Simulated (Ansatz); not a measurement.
This geometry of C2H8N2Si (13 atoms, charge 0, multiplicity 1) is a first-order saddle point.

All numbers below come from Ansatz, RKS BHLYP-D4/6-31G*.

```xyz
13
Properties=species:S:1:pos:R:3
N -1.027 1.160 -0.382
C -0.318 -0.046 -0.119
N -1.014 -1.033 0.621
C 0.648 -0.448 -1.088
Si 1.790 0.349 0.269
H -1.205 1.679 0.461
H -1.926 0.926 -0.787
H -1.218 -0.731 1.560
H -0.515 -1.905 0.674
H 0.691 0.124 -2.002
H 0.861 -1.500 -1.212
H 1.710 -0.394 1.542
H 1.543 1.784 0.479
```

**Question.** Which two structures does it join? (They come from a converged band through this point; their orientation in space is the band's.)

**Answer.** Bonds broken: C2–Si5. The height of N1 over the plane of its neighbours goes from -0.38 to 0.20 Å.

Image 0:

```xyz
13
Properties=species:S:1:pos:R:3
N -1.108 1.141 -0.436
C -0.326 0.027 0.014
N -1.096 -1.103 0.483
C 0.795 -0.330 -0.965
Si 1.402 0.477 0.599
H -1.598 1.566 0.335
H -1.809 0.805 -1.085
H -1.407 -0.963 1.432
H -0.558 -1.954 0.468
H 0.786 0.234 -1.885
H 0.981 -1.385 -1.117
H 2.049 -0.404 1.585
H 1.910 1.854 0.588
```

Image 6:

```xyz
13
Properties=species:S:1:pos:R:3
N -1.306 1.019 -0.280
C -0.580 -0.099 -0.113
N -0.858 -0.863 0.957
C 0.403 -0.483 -1.060
Si 2.188 0.170 -0.224
H -1.694 1.480 0.522
H -1.016 1.637 -1.012
H -1.322 -0.445 1.741
H -0.136 -1.510 1.213
H 0.282 -0.006 -2.024
H 0.519 -1.553 -1.161
H 2.006 -0.748 0.987
H 1.535 1.366 0.467
```

**Question.** How far does it lie above each of them?

**Answer.** 0.73 eV above the first and 0.84 eV above the second. This is the barrier of this one path; another mechanism may lie lower. The orbitals stay closed-shell, which can raise the energy where a bond breaks towards radicals; this wasn't checked here.

Run time: 2.6 min on 2 threads of Arm Neoverse V2, on a shared host, peak memory 0.21 GiB.
